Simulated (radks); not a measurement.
Q: These are the eigenvalues of the occupied orbitals of an atom or ion with whole-number occupations (hartree). All-electron calculation, Dirac Kohn-Sham, BLYP, spin-unpolarised, spherical densities, finite nucleus; Fermi nuclear charge, rms radius of each element as measured or else 0.836 A^(1/3) + 0.57 fm. Program: a radial shooting solver on a logarithmic mesh with Libxc functionals.

1s1/2: -351.6327
2s1/2: -44.12726
2p1/2: -39.05668
2p3/2: -38.17859
3s1/2: -6.27760
3p1/2: -4.66775
3p3/2: -4.55304
3d3/2: -1.87204
3d5/2: -1.85749

Which element is it, and in what charge state? The configuration may be excited. Open shells, if any, are shared by 2j + 1.

A: Z = 30, zinc, charge +3: Zn3+ in [Ar] 3d9. The list shows which subshells hold electrons but not how many an open one holds; the 1s level, -351.63 hartree, gives Z - s = 26.5 by -(Z - s)^2/2, which with screening and relativity narrows Z to a few neighbours, and the depths of the outer levels then fix element, charge and occupations together.
